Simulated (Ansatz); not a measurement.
Total energies of In2O4H2 from Ansatz at PBE0-D4/def2-TZVP, gas phase (1 Eh = 27.2114 eV = 2625.5 kJ/mol). The reference geometry is relaxed at B3LYP-D4/def2-SVP.

```xyz
8

In   -0.0580   -1.2822   -0.7493
In    0.3352    1.0219    1.0237
O    -0.6859    0.6700   -0.7188
O    -0.3395   -2.8394   -1.9560
O     0.9612   -0.9236    0.9849
O     0.5930    2.5848    2.2283
H     0.1072    3.3483    1.8805
H    -0.9132   -2.5799   -2.6933
```

| state | geometry | energy (Eh) |
| --- | --- | --- |
| charge 0 singlet | reference | -682.24721 |
| charge 1 doublet | reference | -681.90954 |
| charge 1 doublet | relaxed at B3LYP-D4/def2-SVP | -681.92966 |
| free In atom (doublet) | – | -190.11398 |
| free O atom (triplet) | – | -75.01860 |
| free H atom (doublet) | – | -0.50104 |

In the def2 sets In takes a core potential; there is no spin–orbit coupling.

Problem. Work out the vertical ionisation energy to the doublet.

Solution. E(charge 1 doublet) − E(charge 0 singlet) = -681.90954 − (-682.24721) = 0.33767 Eh = 9.19 eV. For comparison, −ε of the highest occupied level is 7.48 eV at this level, 1.71 eV less.

Problem. How much does the charge 1 doublet relax, and what is the adiabatic ionisation energy?

Solution. Relaxation: -681.90954 − (-681.92966) = 0.02012 Eh = 0.55 eV. Adiabatic ionisation energy: 0.31755 Eh = 8.64 eV, without zero-point energy. 

Problem. What is the binding energy per atom against free atoms?

Solution. Atoms: 2 × (-190.11398) + 4 × (-75.01860) + 2 × (-0.50104) = -681.30444 Eh. Binding: -681.30444 − (-682.24721) = 0.94277 Eh = 25.65 eV, or 3.21 eV for each of 8 atoms (no zero-point energy, no counterpoise term).

The structure comes from a short search, and lower isomers may exist.
